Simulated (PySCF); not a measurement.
MgHI, SMILES [I][MgH]. The structure is a stationary point at B3LYP-D3(BJ)/def2-TZVP. The def2 effective core potentials stand for the cores of I; spin–orbit coupling is left out.

Calculation: B3LYP-D3(BJ)/def2-TZVP (PySCF).

Harmonic wavenumbers (cm⁻¹): 306, 306, 324, 1669. Rotational constants (GHz): 3.412 (linear); symmetry number 1.

Work out the zero-point energy and the ideal-gas rigid-rotor harmonic-oscillator thermochemistry at 298.15 K and 1 atm.

ZPE = ½ Σ hcν = ½ × 2605 cm⁻¹ = 15.58 kJ/mol. H − E(el) = 27.46 kJ/mol. Entropy in J/(mol K): translation 171.42, rotation 70.73, vibration 17.01, total 259.16. G − E(el) = -49.81 kJ/mol. Cp = 50.00 J/(mol K).
